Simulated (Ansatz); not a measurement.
The lowest singlet and triplet of FHSi (SMILES F[SiH]); geometries from B3LYP-D3(BJ)/def2-TZVP, each state relaxed from the structure named, with no frequency check.
Singlet at the triplet's geometry (charge 0, multiplicity 1):
```xyz
3

F      0.9261    -0.4626     0.0000
Si    -0.4757     0.3370     0.0000
H     -1.6752    -0.5540     0.0000
```

A positive gap puts the triplet lower; no zero-point energy. R- takes a restricted singlet. The triplet is unrestricted in single-reference levels.

Programs: Ansatz (a first-principles code). Values without a source in brackets are computed.

Question: One of these levels gives -112.1 kJ/mol for the gap E(singlet) − E(triplet), vertical, at the triplet's geometry. Name it.
(A) R-r2SCAN/def2-TZVPP
(B) R-PBE0/def2-TZVPP
(C) R-BHLYP/def2-TZVPP
(D) R-HF/cc-pV(Q+d)Z

Answer: B, R-PBE0/def2-TZVPP. The others give -61.1 (R-HF/cc-pV(Q+d)Z), -94.2 (R-r2SCAN/def2-TZVPP), -129.6 (R-BHLYP/def2-TZVPP)

Doubts at one or more of the structures used: a restricted determinant that unrestricted orbitals would lower (R-HF/cc-pV(Q+d)Z, R-r2SCAN/def2-TZVPP).
